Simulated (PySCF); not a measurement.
**From computed data to an observable: dipole moment from atomic charges**

Ge(Cl)(SH)3 (ClGeH₃S₃), SMILES [SH][Ge]([SH])([SH])[Cl]. Atoms are numbered in the order given.

```xyz
8

S     -0.7392    -0.4656    -2.0266
Ge    -0.0024     0.0013    -0.0113
S     -0.3062    -1.7986     1.2115
S      2.0786     0.7005     0.1303
Cl    -1.1373     1.6816     0.6798
H     -0.3171    -1.7441    -1.9573
H      0.6199    -1.4338     2.1201
H      2.5788    -0.4331    -0.4017
```
Charge 0, spin multiplicity 1.

Geometry optimised at ωB97X-D3(BJ)/def2-SVP. The structure was generated by enumeration, and PubChem lists no compound with its InChIKey, so it may never have been made. Other conformers were not sampled.

Charges (e) from r2SCAN/def2-TZVP in PySCF:

```json
[
 {"atom": "S1", "ESP fit": "-0.177", "IAO": "-0.262"},
 {"atom": "Ge2", "ESP fit": "0.084", "IAO": "0.745"},
 {"atom": "S3", "ESP fit": "-0.221", "IAO": "-0.274"},
 {"atom": "S4", "ESP fit": "-0.185", "IAO": "-0.268"},
 {"atom": "Cl5", "ESP fit": "-0.047", "IAO": "-0.294"},
 {"atom": "H6", "ESP fit": "0.199", "IAO": "0.117"},
 {"atom": "H7", "ESP fit": "0.187", "IAO": "0.123"},
 {"atom": "H8", "ESP fit": "0.160", "IAO": "0.114"}
]
```

The dipole moment of the full density is 2.50 D.

What dipole moment does each set of point charges give, and which comes closer to that of the density?


μ = Σ q r, and 1 e Å = 4.8032 D.
ESP fit: Σ q r = (0.333, -0.413, -0.023) e Å, |μ| = 2.55 D.
IAO: Σ q r = (0.386, -0.496, -0.058) e Å, |μ| = 3.03 D.
ESP fit comes closer in size. Point charges leave out the atoms' own dipoles (lone pairs, polarised bonds); fits to the potential absorb them, partitions of the density don't.
